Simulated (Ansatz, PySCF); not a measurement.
Reaction (SMILES): [F][Sb][F] -> [F][Sb][F] as singlet, charge +1 + e-
Geometries: B3LYP-D3(BJ)/def2-TZVP minima from Ansatz (an electronic-structure program).
Geometry of the first species:
SMILES: [F][Sb][F]
```xyz
3

Sb    -0.1525    -0.1203     0.2760
F     -0.4218     1.4749    -0.7593
F      1.2858    -0.7931    -0.8046
```
Charge 0, spin multiplicity 2.

Property: adiabatic ionisation energy (0 K, with B3LYP-D3(BJ) harmonic zero-point energies from PySCF), in eV. Valence correlation only, unless marked. UHF or UKS for open shells. No spin-orbit coupling. The frozen core is the preceding noble-gas configuration, with the filled d and f shells of earlier blocks. Past Kr the def2 sets carry scalar-relativistic core potentials. Basis-set limits of correlation are two-point, X^-3; Hartree-Fock from the larger set. The bracket is a focal-point correction in the basis named.

| level | program | adiabatic ionisation energy (eV) |
|---|---|---|
| BP86-D4/def2-TZVPD | PySCF + dftd4 | ? |
| B3LYP-D4/def2-TZVPD | Ansatz + dftd4 | ? |
| TPSSh/def2-TZVPD | PySCF | 8.60 |
| MN15-D3(BJ)/def2-TZVPD | PySCF + dftd3 | ? |
| B2GP-PLYP/def2-TZVPD | Ansatz | 8.60 |
| SCS-MP2/def2-SVP | Ansatz | 8.32 |
| RI-MP2/CBS(def2-TZVPPD,def2-QZVPPD)+[CCSD(T)-MP2]/def2-TZVPPD | Ansatz | 8.59 |

**Question.** Some entries are withheld; supply them.

**Answer.** 
- BP86-D4/def2-TZVPD, adiabatic ionisation energy (eV): 8.65
- B3LYP-D4/def2-TZVPD, adiabatic ionisation energy (eV): 8.73
- MN15-D3(BJ)/def2-TZVPD, adiabatic ionisation energy (eV): 8.74
